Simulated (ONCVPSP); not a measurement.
# Which change was made? (S, ONCV)

ONCVPSP 4.0.1 input, shortened (lines: element, Z, core and valence counts, functional; n l f; lmax; l rc ep ncon nbas qcut; lloc lpopt rc5 dvloc0; l nproj debl; icmod fcfact rcfact), PBE, non-relativistic:

```
  S 16.00    3    2        4      upf
    1    0    2.00
    2    0    2.00
    2    1    6.00
    3    0    2.00
    3    1    4.00
    2
    0    1.60    0.00    5    8    4.50
    1    1.70    0.00    4    8    4.70
    2    1.70    0.16    4    8    5.80
    4    5    1.25    3.00
    0    2    3.30
    1    2    1.30
    2    2    2.10
    3    2.00    1.10
```

Cutoffs, loose and tight: the cutoffs (Ha) at which the residual kinetic energy of the hardest occupied pseudo-wave falls to 1 and 0.1 mHa per electron. They do not see the model core or the augmentation charge, which bear on the density cutoff. Test errors are all-electron minus pseudo excitation energies from the reference, over the configurations 3s2 3p3; 3s2 3p2; 3s2 3p1; 3s2 3p3.5; variants that change the core or the reference have their own tests.

The base gives: outcome: generated; cutoff, loose: 22 Ha; cutoff, tight: 54 Ha; bound ghosts: none; GHOST(+) flags above zero: none; largest test error (meV): +26.

(1) After one change the result is: outcome: generated; cutoff, loose: 22 Ha; cutoff, tight: 54 Ha; bound ghosts: none; GHOST(+) flags above zero: none; largest test error (meV): -32. Which change was it?
A. core correction Teter function, fcfact 2, rcfact 2.04
B. core correction Teter function, fcfact 2, rcfact 1.8
C. core correction Teter function, fcfact 2, rcfact 1.64

## Answers

(1) B. The others give: core correction Teter function, fcfact 2, rcfact 2.04 → outcome: generated; cutoff, loose: 22 Ha; cutoff, tight: 54 Ha; bound ghosts: none; GHOST(+) flags above zero: none; largest test error (meV): -159 | core correction Teter function, fcfact 2, rcfact 1.64 → outcome: generated; cutoff, loose: 22 Ha; cutoff, tight: 54 Ha; bound ghosts: none; GHOST(+) flags above zero: none; largest test error (meV): +8.3.
